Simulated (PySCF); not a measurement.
A structure optimised at r2SCAN-D4/def2-TZVP, used in a PySCF frequency run:

```xyz
6

C      0.2997     1.3951     0.0000
S     -0.4985    -0.2236     0.0000
O      0.6030    -1.2415     0.0000
H      0.9186     1.4909     0.8936
H     -0.4832     2.1564     0.0000
H      0.9186     1.4909    -0.8936
```
Charge 0, spin multiplicity 2.

**Question.** Write its SMILES, formula and point group.

**Answer.** C[S]=O, CH3OS, Cs

**Question.** What are its rotational constants (standard atomic weights)?

**Answer.** 27.609, 8.4116, 6.7235 GHz
